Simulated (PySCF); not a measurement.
C2H2BF3, SMILES F/C=C\B(F)F.

The structure is a stationary point at PBE-D3(BJ)/def2-SVP. The structure was generated by enumeration; whether it is a known compound was not checked. The values are those of a single conformer.

Two levels are set side by side: PBE/def2-TZVP (PySCF) and r2SCAN/def2-TZVP (PySCF). Same geometry, gas phase. Differences are taken from unrounded values.

```tsv
quantity	r2SCAN	PBE	PBE minus r2SCAN
orbital gap (eV)	5.09	4.64	-0.45
highest occupied level (eV)	-7.44	-7.18	0.26
lowest empty level (eV)	-2.35	-2.54	-0.19
dipole moment (D)	2.68	2.58	-0.10
mean polarisability (bohr³)	38.7	39.9	1.2
```

Rough cost on one machine, each run with all the roots and properties that it gave: r2SCAN against PBE about 4 times.
